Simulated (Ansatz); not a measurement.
This Ansatz (a quantum-chemistry and plane-wave program) input (CCSD(T)/cc-pCVDZ) gives -364.66130 Eh with 50 basis functions. A basis named .json is the Basis Set Exchange file of that set (core-valence sets with the plain set on hydrogen).

Ansatz 0.2 input:
```yaml
crystal:
  periodic: [false, false, false]
  atoms:
    - {symbol: Si, position_ang: [-0.08497619, -0.52288476, 0.02360404]}
    - {symbol: O, position_ang: [-0.03550231, 1.04350028, -0.04212334]}
    - {symbol: H, position_ang: [1.47368503, -1.02761551, 0.00653007]}
basis:
  gaussian:
    orbitals: cc-pCVDZ.json
total_charge: -1
magnetization: {spin_polarized: false}
correlation: {method: ccsd_t, electrons: outside_noble_gas}
```

Change:
```diff
- orbitals: cc-pCVDZ.json
+ orbitals: cc-pV_D+d_Z.json
```

### Question
What does the run give now?

### Answer
-364.66679 Eh (CCSD(T)/cc-pV(D+d)Z, 42 functions), a change of -5.49 mEh.
